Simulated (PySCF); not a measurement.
Members of one family of related compounds. Method: TDDFT CAM-B3LYP/def2-SVPD, vertical, gas phase, core orbitals frozen in the response, def2 core potentials past Kr (PySCF). Geometries: PBE0-D3(BJ)/def2-SVP; one conformer of each isolated species. Triplets are in the Tamm–Dancoff approximation. Atoms past krypton carry core potentials; spin–orbit coupling is left out.

Task: Rank by computed lowest singlet excitation energy, highest first.
A. `C[CH](C)[BiH2]`
B. `[H][Bi]([H])[C](F)(F)F`
C. `[Br][BiH2]`
D. `[SiH3][BiH2]`
E. `[H][Bi]([H])[I]`
F. `[F][BiH2]`
G. `C[O][BiH2]`
H. `[H][Bi]([H])[S]C`

Result: B (5.87 eV), D (5.69 eV), A (5.44 eV), F (4.92 eV), G (4.64 eV), C (4.24 eV), H (3.92 eV), E (3.68 eV).

| SMILES | S1 (eV) | T1 (eV) | gap (eV) | α (au) | HOMO (eV) | S1 mainly |
| --- | --- | --- | --- | --- | --- | --- |
| [H][Bi]([H])[C](F)(F)F | 5.87 | 4.68 | 9.04 | 64.1 | -9.34 | H→L (82%) |
| [H][Bi]([H])[SiH3] | 5.69 | 4.72 | 8.65 | 84.2 | -8.41 | H→L+1 (94%) |
| [H][Bi]([H])[CH](C)C | 5.44 | 4.41 | 8.40 | 90.6 | -7.94 | H→L (95%) |
| [H][Bi]([H])[F] | 4.92 | 4.20 | 8.51 | 46.7 | -9.38 | H→L (98%) |
| [H][Bi]([H])[O]C | 4.64 | 4.04 | 8.23 | 67.0 | -8.65 | H→L (64%) |
| [H][Bi]([H])[Br] | 4.24 | 3.68 | 7.57 | 71.6 | -8.84 | H→L (97%) |
| [H][Bi]([H])[S]C | 3.92 | 3.50 | 7.31 | 86.9 | -7.81 | H→L (96%) |
| [H][Bi]([H])[I] | 3.68 | 3.20 | 6.87 | 87.3 | -8.34 | H→L (98%) |

H and L stand for HOMO and LUMO.

- `[H][Bi]([H])[C](F)(F)F`: Löwdin shares by element: HOMO bismuth 56%, carbon 13%, fluorine 8% or more, hydrogen 8% or more; LUMO bismuth 60%, carbon 16%, hydrogen 14%.
- `[H][Bi]([H])[SiH3]`: Löwdin shares by element: HOMO bismuth 55%, silicon 26%, hydrogen 9% or more; LUMO bismuth 46%, silicon 27%, hydrogen 13% or more.
- `[H][Bi]([H])[CH](C)C`: Löwdin shares by element: HOMO bismuth 47%, carbon 35% (atoms not listed hold the other 17%); LUMO bismuth 47%, hydrogen 17% or more, carbon 8% or more (atoms not listed hold the other 28%).
- `[H][Bi]([H])[F]`: Löwdin shares by element: HOMO bismuth 56%, hydrogen 30%, fluorine 14%; LUMO bismuth 67%, fluorine 17%, hydrogen 16%.
- `[H][Bi]([H])[O]C`: Löwdin shares by element: HOMO oxygen 50%, bismuth 21%, hydrogen 10% or more, carbon 10%; LUMO bismuth 60%, oxygen 18%, hydrogen 15% or more.
- `[H][Bi]([H])[Br]`: Löwdin shares by element: HOMO bromine 59%, bismuth 27%, hydrogen 14%; LUMO bismuth 59%, bromine 30%, hydrogen 12%.
- `[H][Bi]([H])[S]C`: Löwdin shares by element: HOMO sulfur 73%, carbon 12%, bismuth 5%; LUMO bismuth 55%, sulfur 28%, hydrogen 11% or more.
- `[H][Bi]([H])[I]`: Löwdin shares by element: HOMO iodine 77%, bismuth 15%; LUMO bismuth 55%, iodine 35%, hydrogen 10%.
